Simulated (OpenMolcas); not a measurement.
## OpenMolcas run: Ho IV

Input:

```
&GATEWAY
Coord
1

Ho 0.0 0.0 0.0
Basis=ANO-R3
Group=XYZ
NoMove
AngMom=0.0 0.0 0.0
AMFI
&SEWARD
* reference wave functions (RASSCF and RASSI steps not shown): 10 electrons in 7 orbitals (4f)
>>> COPY JOB001 $Project.JobIph
&CASPT2
Multistate=35 1 2 3 4 5 6 7 8 9 10 11 12 13 14 15 16 17 18 19 20 21 22
23 24 25 26 27 28 29 30 31 32 33 34 35
Frozen=14 9
IPEA=0.25
Imaginary=0.1
MaxIter=60
WThr=0.0 0.3 0.05
PrWF=0.5
NoMix
>>> COPY JOB002 $Project.JobIph
&CASPT2
Multistate=159 1 2 3 4 5 6 7 8 9 10 11 12 13 14 15 16 17 18 19 20 21 22
23 24 25 26 27 28 29 30 31 32 33 34 35 36 37 38 39 40 41 42 43 44 45 46
47 48 49 50 51 52 53 54 55 56 57 58 59 60 61 62 63 64 65 66 67 68 69 70
71 72 73 74 75 76 77 78 79 80 81 82 83 84 85 86 87 88 89 90 91 92 93 94
95 96 97 98 99 100 101 102 103 104 105 106 107 108 109 110 111 112 113
114 115 116 117 118 119 120 121 122 123 124 125 126 127 128 129 130 131
132 133 134 135 136 137 138 139 140 141 142 143 144 145 146 147 148 149
150 151 152 153 154 155 156 157 158 159
NoMult
Frozen=14 9
IPEA=0.25
Imaginary=0.1
MaxIter=60
WThr=0.0 0.3 0.05
PrWF=0.5
NoMix
>>> COPY JOB003 $Project.JobIph
&CASPT2
Multistate=105 1 2 3 4 5 6 7 8 9 10 11 12 13 14 15 16 17 18 19 20 21 22
23 24 25 26 27 28 29 30 31 32 33 34 35 36 37 38 39 40 41 42 43 44 45 46
47 48 49 50 51 52 53 54 55 56 57 58 59 60 61 62 63 64 65 66 67 68 69 70
71 72 73 74 75 76 77 78 79 80 81 82 83 84 85 86 87 88 89 90 91 92 93 94
95 96 97 98 99 100 101 102 103 104 105
NoMult
Frozen=14 9
IPEA=0.25
Imaginary=0.1
MaxIter=60
WThr=0.0 0.3 0.05
PrWF=0.5
NoMix
```

Launched by
```bash
OMP_NUM_THREADS=1 MOLCAS_MEM=2252 MOLCAS_PROJECT=a pymolcas a.inp > a.log  # once for each step of the input, in one work folder
```

Output, cut to the results:

```
--- CASPT2 ---
Orbital specifications:
      -----------------------

      Symmetry species                           1   2
                                                ag  au
      Frozen orbitals                           14   9
      Inactive orbitals                          1   3
      Active orbitals                            0   7
      Secondary orbitals                        46  62
      Deleted orbitals                           0   0
      Number of basis functions                 61  81
Type of calculation                        MS-CASPT2
      Fock operator                              state-specific
      IPEA shift                                 0.25
      Real shift                                 0.00
      Imaginary shift                            0.10
      The input orbitals will be transformed to quasi-canonical
Reference energy:      -12610.1566764301
      E2 (Non-variational):      -0.9000222851
      Shift correction:          -0.0002564920
      E2 (Variational):          -0.9002787771
      Total energy:          -12611.0569552072
      Residual norm:              0.0000001856
      Reference weight:           0.89235
      Contributions to the CASPT2 correlation energy
      Active & Virtual Only:         -0.3897315669
      One Inactive Excited:          -0.3246036867
      Two Inactive Excited:          -0.1856870316
Reference energy:      -12610.1566764301
      E2 (Non-variational):      -0.8973243827
      Shift correction:          -0.0002531838
      E2 (Variational):          -0.8975775665
      Total energy:          -12611.0542539967
      Residual norm:              0.0000001928
      Reference weight:           0.89316
      Contributions to the CASPT2 correlation energy
      Active & Virtual Only:         -0.3878697431
      One Inactive Excited:          -0.3237860181
      Two Inactive Excited:          -0.1856686215
::    CASPT2 Root  1     Total energy: -12611.05695521
::    CASPT2 Root  2     Total energy: -12611.05425400
::    CASPT2 Root  3     Total energy: -12611.05570640
::    CASPT2 Root  4     Total energy: -12611.05631874
::    CASPT2 Root  5     Total energy: -12611.05421000
::    CASPT2 Root  6     Total energy: -12611.05571833
::    CASPT2 Root  7     Total energy: -12611.05691929
::    CASPT2 Root  8     Total energy: -12611.05414583
::    CASPT2 Root  9     Total energy: -12611.05329442
::    CASPT2 Root 10     Total energy: -12611.05565106
::    CASPT2 Root 11     Total energy: -12611.05519140
::    CASPT2 Root 12     Total energy: -12611.05416010
::    CASPT2 Root 13     Total energy: -12611.05572105
::    CASPT2 Root 14     Total energy: -12610.99231033
::    CASPT2 Root 15     Total energy: -12610.99199899
::    CASPT2 Root 16     Total energy: -12610.99227344
::    CASPT2 Root 17     Total energy: -12610.99225854
::    CASPT2 Root 18     Total energy: -12610.99231111
::    CASPT2 Root 19     Total energy: -12610.99270767
::    CASPT2 Root 20     Total energy: -12610.99200328
::    CASPT2 Root 21     Total energy: -12610.99210182
::    CASPT2 Root 22     Total energy: -12610.95330567
::    CASPT2 Root 23     Total energy: -12610.95221098
::    CASPT2 Root 24     Total energy: -12610.95351284
::    CASPT2 Root 25     Total energy: -12610.95213251
::    CASPT2 Root 26     Total energy: -12610.95306487
::    CASPT2 Root 27     Total energy: -12610.95284706
::    CASPT2 Root 28     Total energy: -12610.95292849
::    CASPT2 Root 29     Total energy: -12610.95436284
::    CASPT2 Root 30     Total energy: -12610.95259151
--- CASPT2 ---
Orbital specifications:
      -----------------------

      Symmetry species                           1   2
                                                ag  au
      Frozen orbitals                           14   9
      Inactive orbitals                          1   3
      Active orbitals                            0   7
      Secondary orbitals                        46  62
      Deleted orbitals                           0   0
      Number of basis functions                 61  81
Type of calculation                        SS-CASPT2
      Fock operator                              state-specific
      IPEA shift                                 0.25
      Real shift                                 0.00
      Imaginary shift                            0.10
      The input orbitals will be transformed to quasi-canonical
Reference energy:      -12610.0593124680
      E2 (Non-variational):      -0.9077136140
      Shift correction:          -0.0002578349
      E2 (Variational):          -0.9079714489
      Total energy:          -12610.9672839169
      Residual norm:              0.0000000875
      Reference weight:           0.89157
      Contributions to the CASPT2 correlation energy
      Active & Virtual Only:         -0.3960509833
      One Inactive Excited:          -0.3259059118
      Two Inactive Excited:          -0.1857567189
Reference energy:      -12610.0593124680
      E2 (Non-variational):      -0.9076346783
      Shift correction:          -0.0002576145
      E2 (Variational):          -0.9078922927
      Total energy:          -12610.9672047607
      Residual norm:              0.0000000874
      Reference weight:           0.89160
      Contributions to the CASPT2 correlation energy
      Active & Virtual Only:         -0.3960251577
      One Inactive Excited:          -0.3258512521
      Two Inactive Excited:          -0.1857582685
::    CASPT2 Root  1     Total energy: -12610.96728392
::    CASPT2 Root  2     Total energy: -12610.96720476
::    CASPT2 Root  3     Total energy: -12610.96718698
::    CASPT2 Root  4     Total energy: -12610.96710277
::    CASPT2 Root  5     Total energy: -12610.96715720
::    CASPT2 Root  6     Total energy: -12610.96716891
::    CASPT2 Root  7     Total energy: -12610.96751161
::    CASPT2 Root  8     Total energy: -12610.96746109
::    CASPT2 Root  9     Total energy: -12610.96702323
...
```

Levels above the lowest, from the spin-orbit matrix with the multistate effective Hamiltonian, averaged by term, added to it:

```tsv
Configuration	Term	J	E (cm-1)	g	Term weight %	Second
4f10	5I	8	0.0	1.242	93	6 3K(1)
4f10	5I	7	5200	1.174	97	3 3K(1)
4f10	5I	6	8820	1.073	95	3 3H(1)
4f10	5I	5	11440	0.914	91	7 3H(1)
4f10	5I	4	13550	0.622	90	9 3H(1)
4f10	5F	5	16440	1.355	80	16 3G(1)
4f10	5S	2	19110	1.780	69	16 3P
4f10	5F	4	19700	1.337	92	4 3F(2)
4f10	5F	3	21730	1.247	90	5 3D
4f10	3K(1)	8	22050	1.110	75	9 3L
4f10	5F	2	22130	1.174	61	16 5S
4f10	5F	1	23380	0.126	78	20 3D
4f10	5G	6	24120	1.281	70	26 3H(1)
4f10	3G(1)	5	25390	1.220	41	26 5G
4f10	3K(1)	7	26960	1.013	86	8 3L
4f10	5G	4	27900	1.104	48	38 3G(1)
4f10	3H(1)	6	28700	1.206	67	28 5G
4f10	5G	5	29470	1.183	61	27 3H(1)
4f10	5F	2	29580	1.077	26	18 3D
4f10	3K(1)	6	30870	0.872	92	3 1I
4f10	3L	9	31010	1.103	91	9 3M
4f10	5G	3	31270	0.956	70	10 3F(2)
4f10	3H(1)	4	31820	1.032	27	20 3F(1)
4f10	5G	2	33070	0.596	60	15 3F(1)
```

CASPT2 does not keep the components of a term degenerate, so their means are used; among the terms shown or strongly mixed into the levels shown the widest spread is 830 cm-1 (4f10 5I). Blocks of more than 70 roots (2S+1 = 3 even, 1 even) ran without multistate coupling. High states are left out of the spin-orbit mixing, which shifts the levels that they would mix with. The CASPT2 spread within a term exceeds the gap to the next term for 4f10 5S and 4f10 5F, 4f10 3D and 4f10 3L, so the order of their levels is uncertain, and so are names and mixing where such terms share a J. Levels of configurations outside the active space are missing. The first state left out of the spin-orbit step lies near 68000 cm-1 above the lowest spin-free state of the reference (among the parities and spins computed), and the list stops at four fifths of that energy or lower. The table shows the lowest 24 of 58 levels.

The term weight is that of the spin-free term in the level, not the purity of its configuration. A number in round brackets counts repeated terms of one configuration in the order of the reference energies.
